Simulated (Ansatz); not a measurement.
`C=NB[SeH]` + H₂ → `B[SeH]` + `C=N` at 298.15 K and 1 bar (hydrogenolysis of a B–N bond).

Gas-phase electronic energies from Ansatz, PBE0-D4/def2-TZVP geometries. CCSD(T)/CBS adds triple-zeta CCSD(T) − MP2 to the extrapolated MP2 energy (def2 sets, frozen cores). This one scheme is used for every species. For Se outer-core shells are correlated without core-valence functions, which leaves a few kJ/mol of doubt a bond. Scalar relativity is left out up to krypton. One conformer a species, not always the lowest.

```json
{"species": "`C=NB[SeH]`", "CCSD(T)/CBS energy (Eh)": "-2520.67685", "H − E (kJ/mol)": "153.5", "S (J/(mol·K))": "320.6"}
{"species": "H₂", "CCSD(T)/CBS energy (Eh)": "-1.17544", "H − E (kJ/mol)": "35.1", "S (J/(mol·K))": "130.4"}
{"species": "`B[SeH]`", "CCSD(T)/CBS energy (Eh)": "-2427.30556", "H − E (kJ/mol)": "87.1", "S (J/(mol·K))": "258.2"}
{"species": "`C=N`", "CCSD(T)/CBS energy (Eh)": "-94.52360", "H − E (kJ/mol)": "115.3", "S (J/(mol·K))": "227.0"}
```

H − E and S are ideal-gas, rigid-rotor, harmonic terms from PBE0-D4/def2-TZVP, for one conformer and one mirror image of each species. The MP2-based limit puts H₂ 0.8 mEh under its directly extrapolated value; such offsets cancel only in part. 1 Eh = 2625.50 kJ/mol, R = 8.31446 J/(mol·K).

Problem. By hand: ΔE, ΔH, ΔS and ΔG.

Solution. ΔE = (-2427.30556) + (-94.52360) − (-2520.67685) − (-1.17544) = 0.02313 Eh = 60.7 kJ/mol. Δ(H − E) = 87.1 + 115.3 − 153.5 − 35.1 = 13.8, so ΔH = 74.5 kJ/mol. ΔS = 258.2 + 227.0 − 320.6 − 130.4 = 34.2 J/(mol·K). ΔG = 74.5 − 298.15 × (34.2)/1000 = 64.3 kJ/mol.

Problem. By hand: the equilibrium constant, and the temperature at which ΔG would vanish if ΔH and ΔS stayed fixed.

Solution. log₁₀ K = −ΔG/(RT ln 10) = -11.3. ΔG = 0 at ΔH/ΔS = 2178 K.

ΔH outweighs TΔS. A doubt of 5 kJ/mol in ΔE shifts log₁₀ K by 0.9 here. Other conformers and mirror images would add mixing entropy, several J/(mol·K) or more a flexible species. These are equilibria of isolated gas molecules and say nothing of rates. Largest T1 diagnostic: 0.013 (customary marks: 0.02 for closed shells, 0.045 for open ones).
